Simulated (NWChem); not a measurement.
Molecule: C₃H₅NO; SMILES C/C=N\C=O

```xyz
10

C     -0.7403    -1.7031     0.0711
C      0.6079    -1.1032    -0.2154
N      0.9857     0.0973    -0.0322
C      0.1692     1.1379     0.4040
O     -0.7379     1.6349    -0.2315
H     -1.4564    -0.9641     0.4357
H     -1.1388    -2.1568    -0.8452
H     -0.6391    -2.5130     0.8053
H      1.3584    -1.7911    -0.6199
H      0.5100     1.5472     1.3753
```
Atoms are numbered in this order, from 1.

Results from NWChem. Pople sets run with spherical d functions. The geometry was optimised at B3LYP/6-31G* (spherical d). Level: B3LYP/6-31G* with SMD (1 M gas to 1 M solution), gas-phase geometry.

For solvent water:

```yaml
solvation free energy (kcal/mol): -5.9
cavity-dispersion-structure term (kcal/mol): 2.8
dipole in solution (D): 4.57
```

### Question
What are these values for solvent toluene?

### Answer
- solvation free energy (kcal/mol) = -4.5
- cavity-dispersion-structure term (kcal/mol) = -1.2
- dipole in solution (D) = 3.82
